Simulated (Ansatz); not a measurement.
Consider the isomerisation: `N[SiH]1[O][SnH2]1` → `[OH][SnH]1[NH][SiH2]1`.

Calculated with Ansatz (gas phase, PBE0-D4/def2-TZVP geometries, no zero-point term in ΔE). CCSD(T)/CBS adds triple-zeta CCSD(T) − MP2 to the extrapolated MP2 energy (def2 sets, frozen cores). DFT in def2-TZVPP. B3LYP here is the variant with VWN-RPA as its local correlation; programs differ in this. Elements past krypton have def2 core potentials. For Sn outer-core shells are correlated without core-valence functions, which leaves a few kJ/mol of doubt a bond. One conformer a species, not always the lowest.

**Question.** Is it downhill or uphill in electronic energy at CCSD(T)/CBS, and by how much? (An estimate is asked.)

**Answer.** Computed: Uphill: ΔE = +120.9 kJ/mol.

**Question.** What do these levels give: PBE-D4, r2SCAN-D4, PBE0-D4, ωB97X-V, B2PLYP, B3LYP, HF/def2-TZVPP, SCS-MP2/def2-TZVPP, CCSD(T)/def2-TZVPP, HF/def2-QZVPP, MP2/def2-QZVPP, HF/CBS(def2)? (Best estimate.)

**Answer.** Computed: PBE-D4 125.8, r2SCAN-D4 133.9, PBE0-D4 126.1, ωB97X-V 124.1, B2PLYP 130.7, B3LYP 133.0, HF/def2-TZVPP 130.2, SCS-MP2/def2-TZVPP 125.7, CCSD(T)/def2-TZVPP 125.3, HF/def2-QZVPP 130.6, MP2/def2-QZVPP 123.5, HF/CBS(def2) 130.7 kJ/mol.

Largest T1 diagnostic among the species: 0.016.

In def2-TZVPP, CCSD(T) changes the Hartree–Fock value by −4.9 kJ/mol (the triples alone add −0.6 kJ/mol) and MP2 by −4.3 kJ/mol.
